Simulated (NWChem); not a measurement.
System: C4H3N2, doublet; SMILES c1cnc[c]n1

Input file for NWChem:

```
start job
memory heap 200 mb stack 900 mb global 1100 mb
geometry units angstroms noautoz
  C      1.362441    -0.047845     0.000000
  N      0.836948     1.121863     0.000000
  C     -0.497252     1.223220     0.000000
  C     -1.263713     0.058726     0.000000
  N     -0.706541    -1.151725     0.000000
  C      0.619943    -1.233249     0.000000
  H     -0.949298     2.219991     0.000000
  H     -2.357823     0.109495     0.000000
  H      1.078937    -2.226231     0.000000
end
basis spherical
  * library def2-tzvpp
end
dft
  odft
  mult 2
  xc pbe0
  iterations 150
  semidirect filesize 400000000
  mulliken
end
task dft gradient
```

Output (shortened):

```
             Northwest Computational Chemistry Package (NWChem) 7.3.0
             --------------------------------------------------------

 CS  symmetry detected

                             Geometry "geometry" -> ""
                             -------------------------

 Output coordinates in angstroms (scale by  1.889725989 to convert to a.u.)

  No.       Tag          Charge          X              Y              Z
 ---- ---------------- ---------- -------------- -------------- --------------
    1 C                    6.0000     1.35003385     0.18665082     0.00000000
    2 N                    7.0000     0.63348170     1.25009462     0.00000000
    3 C                    6.0000    -0.69854541     1.12334036     0.00000000
    4 C                    6.0000    -1.25605671    -0.15442719     0.00000000
    5 N                    7.0000    -0.50136502    -1.25264061     0.00000000
    6 C                    6.0000     0.81968924    -1.10765228     0.00000000
    7 H                    1.0000    -1.31334148     2.02883680     0.00000000
    8 H                    1.0000    -2.34288981    -0.29025058     0.00000000
    9 H                    1.0000     1.44068869    -2.00823455     0.00000000

 Effective nuclear repulsion energy (a.u.)     200.3987862357

      Symmetry information
      --------------------

 Group name             Cs
 Group number              2
 Group order               2
 No. of unique centers     9

                                 NWChem DFT Module
                                 -----------------

 Summary of "ao basis" -> "ao basis" (spherical)
 ------------------------------------------------------------------------------
       Tag                 Description            Shells   Functions and Types
 ---------------- ------------------------------  ------  ---------------------
 C                         def2-tzvpp               11       31   5s3p2d1f
 N                         def2-tzvpp               11       31   5s3p2d1f
 H                         def2-tzvpp                6       14   3s2p1d

      Symmetry analysis of basis
      --------------------------

        a'        156
        a"         72

            General Information
            -------------------
          SCF calculation type: DFT
          Wavefunction type:  spin polarized.
          No. of atoms     :     9
          No. of electrons :    41
           Alpha electrons :    21
            Beta electrons :    20
          Charge           :     0
          Spin multiplicity:     2
          Use of symmetry is: on ; symmetry adaption is: on
          Maximum number of iterations: 150
          AO basis - number of functions:   228
                     number of shells:    84
          Convergence on energy requested:  1.00D-06
          Convergence on density requested:  1.00D-05
          Convergence on gradient requested:  5.00D-04

              XC Information
              --------------
                         PBE0 Method XC Functional
                     Hartree-Fock (Exact) Exchange  0.250
          PerdewBurkeErnzerhof Exchange Functional  0.750
            Perdew 1991 LDA Correlation Functional  1.000 local
           PerdewBurkeErnz. Correlation Functional  1.000 non-local

             Grid Information
             ----------------
          Grid used for XC integration:  medium
          Radial quadrature: Mura-Knowles
          Angular quadrature: Lebedev.
          Tag              B.-S. Rad. Rad. Pts. Rad. Cut. Ang. Pts.
          ---              ---------- --------- --------- ---------
          C                   0.70       49          11.0       434
          N                   0.65       49          10.0       434
          H                   0.35       45          12.0       434
          Grid pruning is: on
          Number of quadrature shells:   429
          Spatial weights used:  Erf1

      Superposition of Atomic Density Guess
      -------------------------------------

 Sum of atomic energies:        -260.80784403

      Non-variational initial energy
      ------------------------------

 Total energy =    -264.516203
 1-e energy   =    -748.260285
 2-e energy   =     283.345296
 HOMO         =      -0.154441
 LUMO         =      -0.065507

   Symmetry analysis of molecular orbitals - initial alpha
   -------------------------------------------------------

  Numbering of irreducible representations:

     1 a'          2 a"

  Orbital symmetries:

     1 a'          2 a'          3 a'          4 a'          5 a'
     6 a'          7 a'          8 a'          9 a'         10 a'
    11 a'         12 a'         13 a'         14 a'         15 a"
    16 a'         17 a"         18 a'         19 a'         20 a"
    21 a'         22 a"         23 a"         24 a'         25 a'
    26 a'         27 a'         28 a"         29 a'         30 a'
    31 a'

   Symmetry analysis of molecular orbitals - initial beta
   ------------------------------------------------------

  Numbering of irreducible representations:

     1 a'          2 a"

  Orbital symmetries:

[...]

                         DFT ENERGY GRADIENTS

    atom               coordinates                        gradient
                 x          y          z           x          y          z
   1 C       2.551194   0.352719   0.000000    0.008055   0.001147   0.000000
   2 N       1.197107   2.362336   0.000000   -0.001170   0.003413   0.000000
   3 C      -1.320059   2.122805   0.000000    0.003610   0.002331   0.000000
   4 C      -2.373603  -0.291825   0.000000    0.000394  -0.003643   0.000000
   5 N      -0.947443  -2.367148   0.000000   -0.001219  -0.002500   0.000000
   6 C       1.548988  -2.093159   0.000000   -0.002820   0.000346   0.000000
   7 H      -2.481856   3.833946   0.000000   -0.004265   0.005608   0.000000
   8 H      -4.427420  -0.548494   0.000000   -0.007063  -0.000483   0.000000
   9 H       2.722507  -3.795013   0.000000    0.004478  -0.006219   0.000000
```

Level: PBE0/def2-TZVPP, spin-unrestricted. In the optimisation the excess spin sits in a' (Cs, its own frame). All runs use the structure optimised with PBE0/def2-SVP, spin-unrestricted. No stability test was run on the SCF state.
